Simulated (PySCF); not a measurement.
CF3CH2OCH2CF3, C4H4F6O.
SMILES with atom numbers: `[F:1][C:2]([F:3])([F:4])[CH2:5][O:6][CH2:7][C:8]([F:9])([F:10])[F:11]` (hydrogens: H12, H13 on C5; H14, H15 on C7)

Computed geometry: GFN2-xTB, gas phase.

Entries marked ? are missing. Bonds in one row agree within 0.01 Å.

| coordinate | value |
| --- | --- |
| F1–C2, C8–F9 | ? |
| C2–F3 and 3 like bonds | ? |
| C2–C5, C7–C8 | ? |
| C5–O6 | ? |
| O6–C7 | ? |
| C5–H12 and 3 like bonds | 1.097 Å |
| F1–C2–F3 | 106.8° |
| F1–C2–C5 | ? |
| F3–C2–C5 | ? |
| C2–C5–O6 | ? |
| C5–O6–C7 | ? |
| O6–C7–C8 | ? |
| C7–C8–F9 | ? |

Q: Estimate the withheld lengths and angles.

A: 
- F1–C2, C8–F9 = 1.343 Å, drawn single (fluorine of a CF3 group to CF3 carbon); 0.01 Å above the sum of covalent radii, 1.33 Å.
- C2–F3 and 3 like bonds = 1.334 Å, drawn single (CF3 carbon to fluorine of a CF3 group); equal to the sum of covalent radii, 1.33 Å.
- C2–C5, C7–C8 = 1.532 Å, drawn single (CF3 carbon to sp3 carbon bound to oxygen); 0.01 Å above the sum of covalent radii, 1.52 Å.
- C5–O6 = 1.395 Å, drawn single (sp3 carbon bound to oxygen to ether oxygen); 0.02 Å below the sum of covalent radii, 1.42 Å.
- O6–C7 = 1.409 Å, drawn single (ether oxygen to sp3 carbon bound to oxygen); 0.01 Å below the sum of covalent radii, 1.42 Å.
- F1–C2–C5 = 112.2°, at the CF3 carbon; the outer atoms are 2.393 Å apart.
- F3–C2–C5 = 112.8°, at the CF3 carbon; the outer atoms are 2.391 Å apart.
- C2–C5–O6 = 113.4°, at the sp3 carbon bound to oxygen; the outer atoms are 2.451 Å apart.
- C5–O6–C7 = 115.6°, at the ether oxygen; the outer atoms are 2.373 Å apart.
- O6–C7–C8 = 107.2°, at the sp3 carbon bound to oxygen; the outer atoms are 2.364 Å apart.
- C7–C8–F9 = 110.4°, at the CF3 carbon; the outer atoms are 2.359 Å apart.

Radii are Cordero's, carbon taken as 0.76, 0.73 or 0.69 Å for four, three, and two or fewer neighbours.

Stationary, but not proved a minimum. The numbers are those of one conformer (C2–C5–O6–C7 69°, C5–O6–C7–C8 161°).
